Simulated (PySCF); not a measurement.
H4OSeSiZn, SMILES [SiH3][O][Zn][SeH].

Geometry: B3LYP-D3(BJ)/def2-SVP. The structure was generated by enumeration; whether it is a known compound was not checked. One conformer was computed; it need not be the lowest.

Computed with IEF-PCM-ωB97X/def2-SVP in PySCF.

The values are the electrostatic part of the solvation free energy, E(continuum) − E(gas) at the gas-phase geometry, in a cavity of scaled van der Waals radii (PySCF's table); cavitation and dispersion terms are not included. A continuum can't describe solvent molecules that bind to the metal. In vacuum the orbital gap is 10.12 eV. The dipole moment in vacuum is 1.06 D.

### Question
Estimate the values in water (ε = 78.36), 1-octanol (ε = 9.86), acetone (ε = 20.49). (The exact figures need the calculation; the answer reports its results.)

### Answer

| solvent | ε | ΔG(elec) (kcal/mol) | dipole (D) | gap (eV) |
|---|---|---|---|---|
| water | 78.36 | -16.7 | 1.01 | 10.58 |
| 1-octanol | 9.86 | -14.1 | 1.00 | 10.49 |
| acetone | 20.49 | -15.6 | 1.01 | 10.54 |
